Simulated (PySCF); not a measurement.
How methods differ on the ionisation energy of Zn⁹⁺

Zn⁹⁺ [Ar] 3d3 [3d3/2^3, M_J = 3/2] → Zn¹⁰⁺ [Ar] 3d2 [3d3/2^2, M_J = 2], as a difference of total energies. Computed with PySCF 2.14 in an even-tempered Gaussian basis (17 s from 0.53 bohr⁻², ratio 2.8; 12 p from 0.69 bohr⁻², ratio 2.8; 8 d from 0.69 bohr⁻², ratio 2.8; 4 f from 2.6 bohr⁻², ratio 3), with the two-component X2C-1e Hamiltonian. Correlated levels: [Ne] frozen; the 70 highest virtual spinors dropped. "Screened" scales the spin-orbit matrix elements by Boettger's factors to mimic the two-electron term; Breit and QED terms are absent.

```csv
method,ionisation energy (eV)
GHF (spin-free),237.77
GMP2 (spin-free),238.27
GHF (screened spin-orbit),237.72
GMP2 (screened spin-orbit),238.22
```

Problem. How much does correlation contribute at GMP2 (screened spin-orbit)?

Solution. 238.22 − (237.72) = 0.50 eV, measured against GHF (screened spin-orbit).

The labels give the starting determinants; with spin-orbit coupling the two ends relaxed to ⟨J²⟩ = 6.45, ⟨L²⟩ = 11.97, ⟨S²⟩ = 3.74 and ⟨J²⟩ = 7.27, ⟨L²⟩ = 11.90, ⟨S²⟩ = 1.97.

The determinant of Zn⁹⁺ and of Zn¹⁰⁺ mixes levels of different J (the jj label is only the starting occupation), so the difference between spin-free and spin-orbit rows is not the physical spin-orbit shift.

For comparison: 238 ± 2.2 eV (theoretical estimate listed by NIST; NIST Atomic Spectra Database, ionization energies).
